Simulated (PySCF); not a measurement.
Two species compared at the same levels of theory.

First species: C6H5F3O.
Numbering: `[F:1][C:2]1=[C:3]([CH:4]([F:5])[F:6])[CH2:7][CH:8]=[CH:9][O:10]1` (hydrogens: H11 on C4; H12, H13 on C7; H14 on C8; H15 on C9)

Second species: C6H14N2.
Atom-mapped SMILES: `[CH3:1][CH:2]([CH3:3])[N:4]1[CH2:5][CH2:6][CH2:7][NH:8]1` (hydrogens: H9, H10, H11 on C1; H12 on C2; H13, H14, H15 on C3; H16, H17 on C5; H18, H19 on C6; H20, H21 on C7; H22 on N8)

Cartesian coordinates in Å at the GFN2-xTB level; atoms count from 1:
```
atom  x, y, z in Å
C1    -2.0817    1.2740    0.3665
C2    -1.1882    0.3511   -0.4585
C3    -1.4332   -1.1109   -0.0685
N4     0.1836    0.8259   -0.3235
C5     1.1814    0.2272   -1.2043
C6     1.9843   -0.7801   -0.3547
C7     1.5421   -0.4532    1.0871
N8     0.6861    0.7334    1.0017
H9    -1.9455    2.3039    0.0491
H10   -1.8096    1.1974    1.4152
H11   -3.1259    0.9988    0.2451
H12   -1.4314    0.4781   -1.5209
H13   -0.7694   -1.7788   -0.6126
H14   -2.4594   -1.3845   -0.3036
H15   -1.2771   -1.2445    0.9984
H16    0.7093   -0.2317   -2.0718
H17    1.8398    1.0305   -1.5565
H18    1.7397   -1.8085   -0.6167
H19    3.0559   -0.6401   -0.4883
H20    2.3855   -0.2637    1.7510
H21    0.9577   -1.2757    1.5076
H22    1.2456    1.5708    1.1575
```

Levels: PBE0/pcSseg-1 for HOMO energy, LUMO energy and HOMO–LUMO gap. Geometries: GFN2-xTB. Each structure is a single optimised conformer of the isolated species, non-relativistic unless stated; the electronic structure was computed with PySCF and density fitting.

The conformers computed, where there is a choice (atom-mapped SMILES and torsion angles):
- `[F:1][C:2]1=[C:3]([CH:4]([F:5])[F:6])[CH2:7][CH:8]=[CH:9][O:10]1`: C2–C3–C4–F5 122°

The conformers of `CC(C)N1CCCN1` aren't listed.

```csv
property,column X,column Y
HOMO energy,-5.99 eV,-6.90 eV
LUMO energy,1.15 eV,-0.52 eV
HOMO–LUMO gap,7.14 eV,6.38 eV
```

Problem. Which column belongs to which species?

Solution. Column X is the second species and column Y the first. The first has 15 atoms and 76 electrons, the second 22 and 64.

Problem. How does each property change from the first species to the second?

Solution. HOMO energy +0.91 eV; LUMO energy +1.67 eV; HOMO–LUMO gap +0.76 eV.

